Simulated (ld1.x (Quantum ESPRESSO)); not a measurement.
# Plane-wave convergence, RRKJ potential for tellurium (Te)

ld1.x (Quantum ESPRESSO) 7.5 input, shortened:

```
&input
   title='Te', zed=52., rel=1, dft='BP', iswitch=3,
   config='[Kr] 4d10 4f-2 5s2 5p4'
 /
 &inputp
   pseudotype=2, tm=.false., rho0=0.005, lloc=1,
   nlcc=.true., new_core_ps=.true.
 /
4
5S  1  0   2.00   0.00  1.80  1.80  0.0
4D  3  2  10.00   0.00  1.05  1.05  0.0
4F  4  3  -2.00   0.05  2.50  2.50  0.0
5P  2  1   4.00   0.00  2.35  2.35  0.0
 &test
   configts(1)='4d10 5s2 5p4'
 /
```

The pseudo-atom Hamiltonian at the reference potential is diagonalised in spherical Bessel functions j_l(qr) that vanish at 20 bohr, with q² up to the cutoff. All-electron valence levels (Ry): 5s -1.1211, 4d -3.0672, 5p -0.4464.

How do the lowest levels (Ry) of each channel move with the cutoff, and are there ghosts?

```json
{"cutoff (Ry)": "8", "s #1": "-1.0602", "s #2": "-0.0334", "d #1": "0.0356", "d #2": "0.0899", "f #1": "0.1077", "f #2": "0.2374", "p #1": "-0.4317", "Σ f·Δε (mRy)": "31210.4"}
{"cutoff (Ry)": "21", "s #1": "-1.1032", "s #2": "-0.0357", "d #1": "-0.2427", "d #2": "0.0604", "f #1": "0.1077", "f #2": "0.2373", "p #1": "-0.4459", "Σ f·Δε (mRy)": "28284.6"}
{"cutoff (Ry)": "45", "s #1": "-1.1203", "s #2": "-0.0364", "d #1": "-2.4484", "d #2": "0.0542", "f #1": "0.1077", "f #2": "0.2373", "p #1": "-0.4464", "Σ f·Δε (mRy)": "6191.7"}
{"cutoff (Ry)": "90", "s #1": "-1.1212", "s #2": "-0.0364", "d #1": "-3.0639", "d #2": "0.0537", "f #1": "0.1077", "f #2": "0.2373", "p #1": "-0.4464", "Σ f·Δε (mRy)": "34.8"}
{"cutoff (Ry)": "160", "s #1": "-1.1212", "s #2": "-0.0364", "d #1": "-3.0671", "d #2": "0.0537", "f #1": "0.1077", "f #2": "0.2373", "p #1": "-0.4464", "Σ f·Δε (mRy)": "3.1"}
{"cutoff (Ry)": "300", "s #1": "-1.1212", "s #2": "-0.0364", "d #1": "-3.0673", "d #2": "0.0537", "f #1": "0.1077", "f #2": "0.2373", "p #1": "-0.4464", "Σ f·Δε (mRy)": "0.2"}
{"cutoff (Ry)": "400", "s #1": "-1.1212", "s #2": "-0.0364", "d #1": "-3.0674", "d #2": "0.0537", "f #1": "0.1077", "f #2": "0.2373", "p #1": "-0.4464", "Σ f·Δε (mRy)": "0.0"}
```

Result: no extra level below or beside the all-electron valence levels (s, d, f, p tested); 10 mRy is reached at 140 Ry and 1 mRy at 230 Ry.

Its largest configuration-test error is -415 meV.
